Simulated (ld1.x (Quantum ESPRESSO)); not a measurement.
## What the settings do to the TM potential of caesium (Cs)

Base potential:

| Property | Result |
| --- | --- |
| Element | caesium |
| Generator | ld1.x (Quantum ESPRESSO) 7.5 |
| Type | norm-conserving Troullier–Martins (Kleinman–Bylander form) |
| Functional | PBE |
| Relativity | scalar-relativistic |
| Frozen core | [Kr] 4d10 5s2 |
| Valence charge | 7 |
| Reference configuration | 5p6 5d0 6s1 6p0 |
| Partial waves | 6s (bound): rc 4.10 bohr; 5d (bound, empty): rc 4.20 bohr; 5p (bound): rc 2.85 bohr |
| Local potential | the p channel |
| Core correction | none |

Cutoffs, loose and tight: the cutoffs (Ry, on a coarse ladder) from which the occupation-weighted sum of valence levels, in a spherical-Bessel basis at the reference potential, stays within 10 and 1 mRy of its value at 400 Ry. They do not see the model core or the augmentation charge, which bear on the density cutoff. Test errors are all-electron minus pseudo excitation energies from the reference, over the configurations 5p6 5d0 6s0 6p0; 5p6 5d0 6s0.5 6p0; 5p6 5d0 6s0 6p1; 5p5 5d0 6s1 6p0; 5p6 5d0.5 6s0.5 6p0; 5p6 5d1 6s0 6p0. A dash means not determined; rows that change the core or the reference have their own tests. The largest error is taken over the tests solved by every variant that gives reliable tests at all: 5p6 5d0 6s0 6p0; 5p6 5d0 6s0.5 6p0; 5p6 5d0.5 6s0.5 6p0; 5p6 5d1 6s0 6p0.

A true bound ghost makes a file unfit for plane-wave use even where its test errors are small: the radial tests pick states by their node count and pass the ghost by. Where a test does run into it, the solver fails or the error is huge.

| change | outcome | cutoff, loose | cutoff, tight | bound ghosts | largest test error (meV) |
| --- | --- | --- | --- | --- | --- |
| base | generated | 12 Ry | 18 Ry | s | +9.0 |
| all radii scaled by about 0.87 (s 3.58, p 2.48, d 3.66 bohr) | generated | 18 Ry | 30 Ry | s | +8.5 |
| all radii scaled by about 1.18 (s 4.82, p 3.36, d 4.94 bohr) | generated | 8 Ry | 12 Ry | s | +8.6 |
| all radii scaled by about 1.27 (s 5.20, p 3.62, d 5.32 bohr) | generated | 8 Ry | 12 Ry | s | +7.0 |

Problem. What comes out with this change to the base: all radii scaled by about 0.96 (s 3.94, p 2.74, d 4.04 bohr)?

Solution. outcome: generated; cutoff, loose: 15 Ry; cutoff, tight: 18 Ry; bound ghosts: s; largest test error (meV): +8.8.

Problem. What comes out with this change to the base: all radii scaled by about 1.40 (s 5.72, p 3.98, d 5.86 bohr)?

Solution. outcome: generated; cutoff, loose: 8 Ry; cutoff, tight: 10 Ry; bound ghosts: s; largest test error (meV): +3.6.

Problem. What comes out with this change to the base: all radii scaled by about 0.77 (s 3.16, p 2.20, d 3.22 bohr)?

Solution. outcome: generated; cutoff, loose: 21 Ry; cutoff, tight: 40 Ry; bound ghosts: s; largest test error (meV): +8.3.

Reading the sweep of the scale of all radii (base = 1) (base included, trends over the rows without a ghost): Bound ghosts are found at 0.77, 0.87, 0.96, 1, 1.18, 1.27, 1.4. Every judged row has one, so this setting neither creates nor removes them.
